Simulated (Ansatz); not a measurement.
Species: [In(Cl)3(N(CH3)3)] (charge 0, multiplicity 1).

Task: Give a relaxed geometry from Ansatz (an electronic-structure program) with B3LYP-D3(BJ)/def2-SVP.

Result: the end point of this relaxation.
Z-matrix (Å, degrees):
```
N
C 1 1.4766
H 2 1.0985 1 109.17
H 2 1.0985 3 108.80 1 -119.05
H 2 1.1042 3 109.56 4 -119.75
C 1 1.4766 2 111.20 3 58.39
H 6 1.0985 1 109.17 2 -58.28
H 6 1.0985 7 108.80 1 119.05
H 6 1.1042 7 109.56 8 119.75
C 1 1.4767 2 111.20 3 -177.11
H 10 1.0985 1 109.17 2 177.20
H 10 1.0985 11 108.80 1 119.05
H 10 1.1042 11 109.56 12 119.76
In 1 2.3104 2 107.69 3 -59.36
Cl 14 2.3726 1 98.80 2 -60.08
Cl 14 2.3726 1 98.79 2 59.92
Cl 14 2.3726 1 98.77 2 179.93
```
